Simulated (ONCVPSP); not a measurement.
# Which change was made? (W, ONCV)

* Element: tungsten (W)
* Generator: ONCVPSP 4.0.1
* Type: optimised norm-conserving Vanderbilt (ONCV)
* Functional: PBE
* Relativity: scalar-relativistic
* Frozen core: [Kr] 4d10 4f14
* Valence charge: 14
* Reference configuration: 5s2 5p6 5d4 6s2
* Partial waves: 5s+6s: rc 2.00 bohr, ncon 4, nbas 7, qcut 6.2 1/bohr, 2 projectors; 5p: rc 1.90 bohr, ncon 4, nbas 7, qcut 8.5 1/bohr, 3 projectors, debl 0.4 Ha; 5d: rc 2.70 bohr, ncon 4, nbas 7, qcut 4.8 1/bohr, 2 projectors, debl 3.6 Ha
* Local potential: polynomial inside 1.50 bohr (lpopt 5, dvloc0 -1 Ha)
* Core correction: Teter function, fcfact 5.75, rcfact 1.7

In the p channel the program set the typed energies aside and used -1.588, 0.250, 0.650 Ha.

Cutoffs, loose and tight: the cutoffs (Ha) at which the residual kinetic energy of the hardest occupied pseudo-wave falls to 1 and 0.1 mHa per electron. They do not see the model core or the augmentation charge, which bear on the density cutoff. Test errors are all-electron minus pseudo excitation energies from the reference, over the configurations 5s2 5p6 5d4 6s1; 5s2 5p6 5d4 6s0; 5s2 5p6 5d3 6s0; 5s2 5p6 5d4 6s0 6p1; variants that change the core or the reference have their own tests.

The base gives: outcome: generated, projector energies reset by the program; cutoff, loose: 16 Ha; cutoff, tight: 23 Ha; bound ghosts: none; GHOST(+) flags above zero: s; largest test error (meV): -132.

Question: After one change the result is: outcome: generated, projector energies reset by the program; cutoff, loose: 27 Ha; cutoff, tight: 33 Ha; bound ghosts: p; GHOST(+) flags above zero: s; largest test error (meV): -117. Which change was it?
A. s: qcut 9; p: qcut 12.3; d: qcut 7
B. s: qcut 5.5; p: qcut 7.5; d: qcut 4.3
C. s: qcut 8.2; p: qcut 11.3; d: qcut 6.4
D. s: qcut 4.2; p: qcut 5.8; d: qcut 3.3

Answer: C. The others give: s: qcut 9; p: qcut 12.3; d: qcut 7 → outcome: generated, projector energies reset by the program; cutoff, loose: 29 Ha; cutoff, tight: 35 Ha; bound ghosts: none; GHOST(+) flags above zero: s, d; largest test error (meV): -118 | s: qcut 4.2; p: qcut 5.8; d: qcut 3.3 → outcome: generated, projector energies reset by the program; cutoff, loose: 22 Ha; cutoff, tight: 34 Ha; bound ghosts: p; GHOST(+) flags above zero: s, p, d; largest test error (meV): -152 | s: qcut 5.5; p: qcut 7.5; d: qcut 4.3 → outcome: generated, projector energies reset by the program; cutoff, loose: 11 Ha; cutoff, tight: 21 Ha; bound ghosts: none; GHOST(+) flags above zero: none; largest test error (meV): -139.
